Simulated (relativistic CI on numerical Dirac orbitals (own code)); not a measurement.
# Sr I: calculation against measurement

Method of calculation: Dirac-Coulomb-Breit CI, separate exchange-only KLI orbitals for each configuration, QED by a radiative potential, valence Slater integrals scaled by 0.85, configuration energies shifted to the measured levels that pair with them (semi-empirical) (own radial code, finite nucleus).

Configuration list (outside the closed core [Kr]): 5s2, 5s.5p, 5s.4d, 5s.6s, 4d.5p, 5s.5d, 5p2, 4d2, 5s.6p, 5s.7s, 5s.4f, 5s.7p, 5s.6d, 5s.5f, 5s.5g, 5s.7d, 5d2, 4d.5d, 5s.6f, 5p.5d, 4d.6s. Levels of other configurations are missing.

| Configuration | Term (tabulated) | J | Measured (cm⁻¹) | Computed | Error | Purity (%) |
| --- | --- | --- | --- | --- | --- | --- |
| 5s2 | 1S | 0 | 0.0 | 0 | 0 | 95 |
| 5s.5p | 3P° | 0 | 14317.5 | 14327 | 9 | 97 |
| 5s.5p | 3P° | 1 | 14504.4 | 14491 | -13 | 97 |
| 5s.5p | 3P° | 2 | 14898.6 | 14831 | -68 | 97 |
| 5s.4d | 3D | 1 | 18159.1 | 18178 | 19 | 100 |
| 5s.4d | 3D | 2 | 18218.8 | 18196 | -23 | 100 |
| 5s.4d | 3D | 3 | 18319.3 | 18225 | -94 | 100 |
| 5s.4d | 1D | 2 | 20149.7 | 20295 | 145 | 86 |
| 5s.5p | 1P° | 1 | 21698.5 | 21972 | 274 | 79 |
| 5s.6s | 3S | 1 | 29038.8 | 29099 | 60 | 100 |
| 5s.6s | 1S | 0 | 30591.8 | 30528 | -64 | 96 |
| 4d.5p | 3F° | 2 | 33266.9 | 32967 | -300 | 75 |
| 4d.5p | 3F° | 3 | 33589.7 | 33214 | -376 | 99 |
| 4d.5p | 1D° | 2 | 33826.9 | 33300 | -527 | 75 |
| 4d.5p | 3F° | 4 | 33919.3 | 33438 | -481 | 99 |
| 5s.5d | 1D | 2 | 34727.5 | 34653 | -74 | 87 |
| 5s.5d | 3D | 1 | 35006.9 | 35004 | -3 | 99 |
| 5s.5d | 3D | 2 | 35022.0 | 35021 | -1 | 99 |
| 5s.5d | 3D | 3 | 35045.1 | 35048 | 3 | 100 |
| 5p2 | 3P | 0 | 35193.5 | 35224 | 30 | 67 |
| 5p2 | 3P | 1 | 35400.1 | 35386 | -14 | 67 |
| 5p2 | 3P | 2 | 35674.7 | 35633 | -42 | 66 |
| 4d.5p | 3D° | 1 | 36264.2 | 36349 | 85 | 99 |
| 4d.5p | 3D° | 2 | 36381.8 | 36414 | 32 | 99 |
| 4d.5p | 3D° | 3 | 36559.5 | 36523 | -36 | 99 |
| 4d.5p | 3P° | 0 | 37292.1 | 37703 | 411 | 90 |
| 4d.5p | 3P° | 1 | 37302.8 | 37696 | 394 | 90 |
| 4d.5p | 3P° | 2 | 37336.6 | 37680 | 343 | 89 |

Measured levels from NIST Handbook of Basic Atomic Spectroscopic Data (Sansonetti and Martin, J. Phys. Chem. Ref. Data 34, 1559 (2005)); pairs were made by configuration, J and term (by order where the table uses no LS term), so strongly mixed levels may be paired wrongly.

Mean error by configuration (cm⁻¹): 5s.5p 50; 5s.4d 12; 5s.6s -2; 4d.5p -46; 5s.5d -19; 5p2 -8. Over the excited levels the mean absolute error is 145 cm⁻¹ (27 of the 27 excited levels that our extract of the source holds in range could be paired), and the median relative error of those above 1,000 cm⁻¹ is 0.21 %, both after the shifts were fitted to these levels, so that a configuration with one level shows no error.

Transition probabilities of persistent lines. The last column rescales the computed rate by the cube of measured over computed energy:

| λ measured (Å) | Lower | Upper | A tabulated (s⁻¹) | A computed | A rescaled |
| --- | --- | --- | --- | --- | --- |
| 4607.33 air | 5s2 1S_0 | 5s.5p 1P°_1 | 2.01e+08 | 2.45e+08 | 2.36e+08 |
| 6892.59 air | 5s2 1S_0 | 5s.5p 3P°_1 | 4.80e+04 | 3.02e+04 | 3.03e+04 |

Configurations whose levels could be paired with our table of measured levels were shifted onto them, all but the ground configuration, by the median error of their levels; single terms can still be off by 1,000 to 2,000 cm⁻¹ or more, and rates follow the energies as ν³ (E1, M1) or ν⁵ (E2). The others borrow a shift and can be off by several thousand cm⁻¹ or more. The fine structure of a lone outer electron comes out too small, for d and f at times inverted, and misplaced configurations move strength between like terms. 27 of the 27 excited levels that our extract of the measured tables holds in this range could be paired (the sources list more); they are missed by 145 cm⁻¹ on average and 527 at most, after the shifts were fitted to these levels, and levels without a partner can miss by more.

Shifts applied (cm⁻¹): 5s2 0; 5s.5p 1992; 5s.4d -170; 5s.6s 87; 4d.5p 739; 5s.5d -133; 5p2 2578.
